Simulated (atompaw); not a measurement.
# Cutoff test, Re, PAW (atompaw)

```
Element                 : Re
Generator               : atompaw 4.2.0.5
Type                    : PAW
Functional              : PBE
Relativity              : scalar-relativistic
Frozen core             : [Xe] 4f14
Valence charge          : 7
Reference configuration : 5d5 6s2 6p0
Partial waves           : 6s (bound): rc 2.60 bohr; 6s channel at 1.7 Ry: rc 2.85 bohr; 6p (bound, empty): rc 2.85 bohr; 6p channel at 0.7 Ry: rc 2.85 bohr; 5d (bound): rc 2.85 bohr; 5d channel at 4.55 Ry: rc 2.85 bohr
Local potential         : bessel scheme, radius 2.50 bohr
Core correction         : smooth core density matched at 2.00 bohr
Augmentation charge     : gaussian compensation charge, radius 2.50 bohr; PAW radius 2.85 bohr; waves and projectors: custom polynom vanderbiltortho
```

The pseudo-atom Hamiltonian at the reference potential is diagonalised in spherical Bessel functions j_l(qr) that vanish at 20 bohr, with q² up to the cutoff. All-electron valence levels (Ry): 6s -0.4368, 6p -0.0969, 5d -0.3945.

How do the lowest levels (Ry) of each channel move with the cutoff, and are there ghosts?

```tsv
cutoff (Ry)	s #1	s #2	p #1	d #1	d #2	f #1	f #2	Σ f·Δε (mRy)
8	-0.4365	0.0032	-0.0967	-0.3662	0.0623	0.1111	0.2322	141.9
10	-0.4366	0.0032	-0.0968	-0.3911	0.0623	0.1111	0.2322	17.1
12	-0.4367	0.0032	-0.0969	-0.3935	0.0622	0.1111	0.2322	5.2
15	-0.4368	0.0032	-0.0969	-0.3935	0.0622	0.1111	0.2322	4.7
18	-0.4368	0.0032	-0.0969	-0.3942	0.0622	0.1111	0.2322	1.5
21	-0.4368	0.0032	-0.0969	-0.3944	0.0622	0.1111	0.2322	0.4
25	-0.4368	0.0032	-0.0969	-0.3944	0.0622	0.1111	0.2322	0.3
30	-0.4368	0.0032	-0.0969	-0.3944	0.0622	0.1111	0.2322	0.1
400	-0.4368	0.0032	-0.0969	-0.3945	0.0622	0.1111	0.2322	0.0
```

Result: no extra level below or beside the all-electron valence levels (s, p, d, f tested); 10 mRy is reached at 12 Ry and 1 mRy at 21 Ry.
